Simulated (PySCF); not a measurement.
C3H9ClGe, triplet, at the geometry of the source list (a higher spin typed on purpose: for a closed-shell molecule this is an excited state) (in this run its highest filled SCF level lies above zero, so its values depend strongly on the basis, on diffuse functions most of all); PBE0/STO-3G in PySCF.

Here is a job for PySCF.
```python
from pyscf import gto, scf, dft

mol = gto.Mole()
mol.atom = '''
    C    -0.63770000    1.73120000   -0.50780000
    Ge    0.07060000    0.09860000    0.38840000
    C     1.81600000   -0.47630000   -0.38290000
    C    -1.26750000   -1.37950000    0.42100000
    Cl    0.45160000    0.63420000    2.41850000
    H    -0.88430000    1.51970000   -1.54390000
    H    -1.53250000    2.08600000   -0.00510000
    H     0.10360000    2.52580000   -0.48610000
    H     2.33200000   -1.14140000    0.30380000
    H     1.66520000   -1.00010000   -1.32210000
    H     2.45250000    0.38460000   -0.56690000
    H    -1.77340000   -1.45450000   -0.53710000
    H    -2.01310000   -1.19970000    1.19020000
    H    -0.78300000   -2.32860000    0.63000000
'''
mol.basis = 'sto-3g'
mol.spin = 2
mol.verbose = 4
mol.symmetry = True
mol.build()

mf = dft.UKS(mol)
mf.xc = 'pbe0'
mf.kernel()
mf.analyze()
```

The log (banner, timings and long lists left out):

```
PySCF version 2.14.0

[INPUT] verbose = 4
[INPUT] num. atoms = 14
[INPUT] num. electrons = 76
[INPUT] charge = 0
[INPUT] spin (= nelec alpha-beta = 2S) = 2
[INPUT] symmetry True subgroup None
[INPUT] Mole.unit = angstrom
[INPUT] Symbol           X                Y                Z      unit          X                Y                Z       unit  Magmom
[...]
nuclear repulsion = 482.776533484167
point group symmetry = C1
symmetry origin: [0. 0. 0.]
symmetry axis x: [1. 0. 0.]
symmetry axis y: [0. 1. 0.]
symmetry axis z: [0. 0. 1.]
num. orbitals of irrep A = 51
number of shells = 31
number of NR pGTOs = 153
number of NR cGTOs = 51
basis = sto-3g
ecp = {}

******** <class 'pyscf.dft.uks.UKS'> ********
method = UKS
initial guess = minao
damping factor = 0
level_shift factor = 0
DIIS = <class 'pyscf.scf.diis.CDIIS'>
diis_start_cycle = 1
diis_space = 8
diis_damp = 0
SCF conv_tol = 1e-09
SCF conv_tol_grad = None
SCF max_cycles = 50
direct_scf = True
direct_scf_tol = 1e-13
number electrons alpha = 39  beta = 37
XC library pyscf.dft.libxc version 7.1.2
    S. Lehtola, C. Steigemann, M. J. T. Oliveira, and M. A. L. Marques,  SoftwareX 7, 1–5 (2018)
XC functionals = pbe0
    C. Adamo and V. Barone,  J. Chem. Phys. 110, 6158 (1999)
    M. Ernzerhof and G. E. Scuseria,  J. Chem. Phys. 110, 5029 (1999)
radial grids:
    Treutler-Ahlrichs [JCP 102, 346 (1995); DOI:10.1063/1.469408] (M4) radial grids

becke partition: Becke, JCP 88, 2547 (1988); DOI:10.1063/1.454033
pruning grids: <function nwchem_prune>
grids dens level: 3
symmetrized grids: True
atomic radii adjust function: <function treutler_atomic_radii_adjust>
small_rho_cutoff = 0
Set gradient conv threshold to 3.16228e-05
tot grids = 170152
init E= -2623.49950898006

cycle= 1 E= -2625.70718229982  delta_E= -2.21  |g|= 0.375  |ddm|= 3.53

cycle= 2 E= -2625.37872790574  delta_E= 0.328  |g|= 0.79  |ddm|= 2.02

cycle= 3 E= -2625.82822238326  delta_E= -0.449  |g|= 0.206  |ddm|= 1.71

cycle= 4 E= -2625.87345400839  delta_E= -0.0452  |g|= 0.133  |ddm|= 0.918

cycle= 5 E= -2625.89181488346  delta_E= -0.0184  |g|= 0.025  |ddm|= 0.329

cycle= 6 E= -2625.89241025943  delta_E= -0.000595  |g|= 0.00489  |ddm|= 0.107

cycle= 7 E= -2625.89247595922  delta_E= -6.57e-05  |g|= 0.0027  |ddm|= 0.0444

cycle= 8 E= -2625.8925000618  delta_E= -2.41e-05  |g|= 0.00187  |ddm|= 0.0327

cycle= 9 E= -2625.89251009917  delta_E= -1e-05  |g|= 0.000437  |ddm|= 0.0241

cycle= 10 E= -2625.89251103506  delta_E= -9.36e-07  |g|= 0.000352  |ddm|= 0.00805

cycle= 11 E= -2625.8925112461  delta_E= -2.11e-07  |g|= 0.000154  |ddm|= 0.00117

cycle= 12 E= -2625.89251133871  delta_E= -9.26e-08  |g|= 5.73e-05  |ddm|= 0.00119

cycle= 13 E= -2625.8925113662  delta_E= -2.75e-08  |g|= 3.75e-05  |ddm|= 0.000565

cycle= 14 E= -2625.89251139913  delta_E= -3.29e-08  |g|= 2.43e-05  |ddm|= 0.00104

cycle= 15 E= -2625.89251140773  delta_E= -8.59e-09  |g|= 2.25e-05  |ddm|= 0.000364

cycle= 16 E= -2625.89251141891  delta_E= -1.12e-08  |g|= 2.2e-05  |ddm|= 0.000463

cycle= 17 E= -2625.89251144588  delta_E= -2.7e-08  |g|= 2.11e-05  |ddm|= 0.00114

cycle= 18 E= -2625.89251149525  delta_E= -4.94e-08  |g|= 2.05e-05  |ddm|= 0.00218

cycle= 19 E= -2625.89251157562  delta_E= -8.04e-08  |g|= 1.82e-05  |ddm|= 0.00381

cycle= 20 E= -2625.89251163838  delta_E= -6.28e-08  |g|= 1.82e-05  |ddm|= 0.00323

cycle= 21 E= -2625.89251187068  delta_E= -2.32e-07  |g|= 1.66e-05  |ddm|= 0.0158

cycle= 22 E= -2625.89251194831  delta_E= -7.76e-08  |g|= 1.4e-05  |ddm|= 0.00895

cycle= 23 E= -2625.89251195463  delta_E= -6.32e-09  |g|= 8.02e-06  |ddm|= 0.00093

cycle= 24 E= -2625.89251199087  delta_E= -3.62e-08  |g|= 8.38e-06  |ddm|= 0.00968

cycle= 25 E= -2625.89251199313  delta_E= -2.26e-09  |g|= 3.37e-06  |ddm|= 0.00273

cycle= 26 E= -2625.89251199317  delta_E= -3.55e-11  |g|= 1.04e-06  |ddm|= 0.00025

Extra cycle  E= -2625.89251199317  delta_E= -3.64e-12  |g|= 1.17e-06  |ddm|= 7.31e-06
converged SCF energy = -2625.89251199317  <S^2> = 2.0007403  2S+1 = 3.0004935
**** SCF Summaries ****
Total Energy =                       -2625.892511993173230
Nuclear Repulsion Energy =             482.776533484167317
One-electron Energy =                -4627.369976202369799
Two-electron Energy =                 1518.700930725028911
Two-electron Coulomb Energy =         1645.752465238916557
DFT Exchange-Correlation Energy =     -127.051534513887631
**** MO energy ****
                             alpha | beta                alpha | beta
[...]
To work with the spin densities directly, `use mulliken_meta_spin()` only printing them here.

 ** Mulliken spin pop alpha/beta on meta-lowdin orthogonal AOs **
 ** Mulliken Spin Density (per AO)  **
spin_pop of  0 C 1s        0.00000
spin_pop of  0 C 2s        0.01632
spin_pop of  0 C 2px       0.01671
spin_pop of  0 C 2py       0.08494
spin_pop of  0 C 2pz       0.02158
spin_pop of  1 Ge 1s        0.00000
spin_pop of  1 Ge 2s        0.00002
spin_pop of  1 Ge 3s        0.00002
spin_pop of  1 Ge 4s        0.17762
spin_pop of  1 Ge 2px       0.00000
spin_pop of  1 Ge 2py       0.00000
spin_pop of  1 Ge 2pz       0.00000
spin_pop of  1 Ge 3px       0.00003
spin_pop of  1 Ge 3py       0.00010
spin_pop of  1 Ge 3pz       0.00056
spin_pop of  1 Ge 4px       0.02381
spin_pop of  1 Ge 4py       0.08629
spin_pop of  1 Ge 4pz       0.39659
spin_pop of  1 Ge 3dxy      0.06285
spin_pop of  1 Ge 3dyz      0.09917
spin_pop of  1 Ge 3dz^2     0.01961
spin_pop of  1 Ge 3dxz      0.03034
spin_pop of  1 Ge 3dx2-y2    0.01661
spin_pop of  2 C 1s        0.00000
spin_pop of  2 C 2s        0.00248
spin_pop of  2 C 2px       0.01170
spin_pop of  2 C 2py       0.00382
spin_pop of  2 C 2pz      -0.00234
spin_pop of  3 C 1s        0.00000
spin_pop of  3 C 2s        0.00723
spin_pop of  3 C 2px       0.01743
spin_pop of  3 C 2py       0.03327
spin_pop of  3 C 2pz      -0.00083
spin_pop of  4 Cl 1s        0.00000
spin_pop of  4 Cl 2s        0.00008
spin_pop of  4 Cl 3s        0.03780
spin_pop of  4 Cl 2px       0.00001
spin_pop of  4 Cl 2py       0.00010
spin_pop of  4 Cl 2pz       0.00022
spin_pop of  4 Cl 3px       0.02543
spin_pop of  4 Cl 3py       0.51763
spin_pop of  4 Cl 3pz       0.24723
spin_pop of  5 H 1s        0.01180
spin_pop of  6 H 1s       -0.00023
spin_pop of  7 H 1s        0.00005
spin_pop of  8 H 1s        0.00531
spin_pop of  9 H 1s        0.01303
spin_pop of  10 H 1s       -0.00043
spin_pop of  11 H 1s        0.01027
spin_pop of  12 H 1s        0.00290
spin_pop of  13 H 1s        0.00287
 ** Mulliken Spin Density (per atom)  **
spin density of  0 C =      0.13956
spin density of  1 Ge =      0.91361
spin density of  2 C =      0.01567
spin density of  3 C =      0.05709
spin density of  4 Cl =      0.82851
spin density of  5 H =      0.01180
spin density of  6 H =     -0.00023
spin density of  7 H =      0.00005
spin density of  8 H =      0.00531
spin density of  9 H =      0.01303
spin density of  10 H =     -0.00043
spin density of  11 H =      0.01027
spin density of  12 H =      0.00290
spin density of  13 H =      0.00287
 ** Mulliken pop alpha/beta on meta-lowdin orthogonal AOs **
 ** Mulliken pop       alpha | beta **
In total            39.00000 | 37.00000
 ** Mulliken atomic charges   ( Nelec_alpha | Nelec_beta ) **
charge of  0C =     -0.22183  (     3.18070      3.04114 )
charge of  1Ge =      0.33860  (    16.28751     15.37390 )
charge of  2C =     -0.25141  (     3.13354      3.11787 )
charge of  3C =     -0.24250  (     3.14980      3.09271 )
charge of  4Cl =     -0.10660  (     8.96755      8.13905 )
charge of  5H =      0.05239  (     0.47971      0.46790 )
charge of  6H =      0.06148  (     0.46914      0.46938 )
charge of  7H =      0.06195  (     0.46905      0.46900 )
charge of  8H =      0.05369  (     0.47581      0.47050 )
charge of  9H =      0.04407  (     0.48448      0.47145 )
charge of  10H =      0.05233  (     0.47362      0.47405 )
charge of  11H =      0.04631  (     0.48198      0.47171 )
charge of  12H =      0.05450  (     0.47420      0.47130 )
charge of  13H =      0.05703  (     0.47292      0.47005 )
Dipole moment(X, Y, Z, Debye): -0.57518, -0.11432, -1.87312
```
